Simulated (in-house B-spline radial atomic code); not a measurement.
Results of a calculation; reference values are marked as such.
## Correlation energy from the adiabatic connection: −V exp(−r²/w²), V = 0.332, w = 11.9

Two electrons in a singlet, external potential −V exp(−r²/w²), V = 0.332, w = 11.9 (atomic units). Full CI in B-splines (partial waves to l = 8, correlation up to 0.6 % small) with the density held fixed gives W(λ) = <V_ee>_λ − U, and E_c is the integral of W(λ) − W(0) from 0 to 1.

```tsv
λ	W(λ) − W(0) (hartree)
0	0.00000
0.02	-0.00198
0.05	-0.00474
0.12	-0.01027
0.25	-0.01802
0.4	-0.02428
0.6	-0.03000
0.8	-0.03397
1	-0.03691
```

(1) Integrate the table by the trapezoid rule.

(2) Now use only three numbers: W(0) = -0.15162, the initial slope W'(0) = -0.1021 (extrapolated from the first points) and the strong-coupling limit of the point-charge-plus-continuum model, W∞ = -0.20758. What do second-order theory and the interpolation W(λ) = W∞ + (W(0) − W∞)/√(1 + 2χλ) of Seidl, Perdew and Levy give?

Results:

(1) The strips give -0.00002, -0.00010, -0.00053, -0.00184, -0.00317, -0.00543, -0.00640, -0.00709, which sum to -0.02457 hartree. The direct value, W(1) − W(0) + T_c with T_c = 0.01220, is -0.02471; the curve is convex, so chords lie above it and the trapezoids fall short in size by 0.57 %.

(2) Second order keeps the slope alone: E_c = W'(0)/2 = -0.05105, +107 % in size against -0.02471. Matching the slope fixes χ = W'(0)/(W∞ − W(0)) = -0.1021/(-0.05596) = 1.82452. Integrating, with s = √(1 + 2χ) = 2.156162, E_c = −(W(0) − W∞)(s − 1)/(s + 1) = −0.05596 × 1.156162/3.156162 = -0.02050 hartree, -17.0 % in size against the full result. At λ = 1 the formula gives W − W(0) = -0.03001 against -0.03691. Part of the miss can come from the model's W∞.
